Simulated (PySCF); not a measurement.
PySCF input file for F4Se, SMILES F[Se-](F)(F)F, charge -1, multiplicity 2, PBE-D3(BJ)/def2-SVPD. Coordinates come from a PBE-D3(BJ)/def2-SVPD optimisation.

```python
import numpy as np
from pyscf import gto, scf, dft, df
from pyscf.hessian import thermo

mol = gto.M(
    atom='''
    Se   -0.00000000   -0.00000004   -0.39079189
    F     1.91553635   -0.00000005   -0.33509869
    F    -1.91553634   -0.00000005   -0.33509869
    F    -0.00000000   -1.22690979    1.07326131
    F    -0.00000000    1.22691004    1.07326101
    ''',
    basis='def2-SVPD',
    charge=-1,
    spin=1,
    max_memory=1600,
    verbose=3,
)
mf = dft.UKS(mol, xc='pbe').density_fit(auxbasis='def2-universal-jkfit')
mf.disp = 'd3bj'
mf.grids.level = 3
mf.conv_tol = 1e-11
mf.max_cycle = 100
mf.kernel()
fine, coarse = mf.grids, dft.Grids(mol).set(level=1).build(with_non0tab=True)
for _ in range(3):  # follow internal instabilities
    mf.grids = coarse
    mo, _, stable, _ = mf.stability(return_status=True, nroots=4)
    mf.grids = fine
    if stable:
        break
    mf.kernel(mf.make_rdm1(mo, mf.mo_occ))

# [left out here: the lines that compute and print the analytic Hessian (its translational invariance restored by hand, since the grid's response is missing), thermochemistry and intensities]
```

It prints:

```

WARN: HOMO -0.165405741619685 >= LUMO -0.165405741619685

converged SCF energy = -2799.68852854452  <S^2> = 0.75171526  2S+1 = 2.0017145
<class 'pyscf.df.df_jk.DFUKS'> wavefunction is stable in the internal stability analysis

WARN: DFTD3 does not support analytical Hessian, using finite difference


WARN: Mole.unit (angstrom) is changed to Bohr

Mode                                 0                   1                   2
Irrep
Freq [cm^-1]                      119.2249            158.0332            169.3677
Reduced mass [au]                  19.1774             18.9984             20.3995
Force const [Dyne/A]                0.1606              0.2796              0.3448
Char temp [K]                     171.5381            227.3746            243.6824
Normal mode                   x     y     z       x     y     z       x     y     z
       0  Se                 0.00 -0.01 -0.00   -0.00  0.00 -0.00   -0.00 -0.00 -0.03
       1   F                -0.00  0.11 -0.00   -0.00  0.09 -0.00   -0.02  0.00  0.14
       2   F                 0.00  0.11 -0.00   -0.00 -0.09  0.00    0.02  0.00  0.14
       3   F                -0.00 -0.08  0.09   -0.14  0.00 -0.00    0.00 -0.03 -0.07
       4   F                 0.00 -0.08 -0.09    0.14  0.00  0.00    0.00  0.03 -0.07
Mode                                 3                   4                   5
Irrep
Freq [cm^-1]                      254.4129            256.4039            318.8523
Reduced mass [au]                  26.8360             20.0043             20.9275
Force const [Dyne/A]                1.0234              0.7749              1.2536
Char temp [K]                     366.0435            368.9081            458.7575
Normal mode                   x     y     z       x     y     z       x     y     z
       0  Se                -0.00 -0.07  0.00   -0.03  0.00  0.00    0.00 -0.00 -0.04
       1   F                -0.00  0.09 -0.00   -0.06 -0.00  0.09   -0.01  0.00  0.03
       2   F                -0.00  0.09 -0.00   -0.06 -0.00 -0.09    0.01  0.00  0.03
       3   F                -0.00  0.06 -0.07    0.12  0.00  0.00   -0.00  0.14  0.05
       4   F                 0.00  0.06  0.07    0.12 -0.00  0.00   -0.00 -0.14  0.05
Mode                                 6                   7                   8
Irrep
Freq [cm^-1]                      434.4222            482.6559            524.4786
Reduced mass [au]                  19.7463             26.4008             22.9915
Force const [Dyne/A]                2.1956              3.6236              3.7263
Char temp [K]                     625.0368            694.4344            754.6079
Normal mode                   x     y     z       x     y     z       x     y     z
       0  Se                 0.00 -0.00 -0.03   -0.07  0.00 -0.00    0.00 -0.00 -0.05
       1   F                -0.14 -0.00 -0.01    0.13  0.00  0.02    0.08  0.00  0.02
       2   F                 0.14 -0.00 -0.01    0.13 -0.00 -0.02   -0.08  0.00  0.02
       3   F                 0.00 -0.05  0.06    0.02 -0.00  0.00    0.00 -0.06  0.09
       4   F                 0.00  0.05  0.06    0.02  0.00  0.00    0.00  0.06  0.09
temperature 298.1500 [K]
pressure 101325.00 [Pa]
Rotational constants [GHz] 4.31060 2.57036 2.53367
Symmetry number 2
Zero-point energy (ZPE) 0.00619 [Eh]   16256.363 [J/mol]
                           tot       elec      trans        rot        vib
Entropy [J/mol/K]       346.607      5.763    171.643    106.536     62.666
Cv [J/mol/K]             86.580      0.000     12.472     12.472     61.636
Cp [J/mol/K]             94.894      0.000     20.786     12.472     61.636
Internal energy [J/mol]                      3718.434   3718.434  26796.343
Internal energy [Eh]   -2799.67549  -2799.68853
Enthalpy [J/mol]                             6197.391   3718.434  26796.343
Enthalpy [Eh]          -2799.67455
Gibbs free energy [J/mol]                  -44977.972 -28045.133   8112.622
Gibbs free energy [Eh] -2799.71391
mode   freq/cm-1   IR/(km/mol)
   1      119.22        18.978
   2      158.03         0.000
   3      169.37         3.640
   4      254.41        95.263
   5      256.40         0.014
   6      318.85         4.605
   7      434.42        34.470
   8      482.66       367.389
   9      524.48        72.917
max |gradient| / (hartree/bohr): 6.202210096884542e-05
APT charges: [ 1.8328 -0.7635 -0.7635 -0.6529 -0.6529]
```

The calculation finished and met its thresholds.

Cost: roughly 2.7 core-minutes.
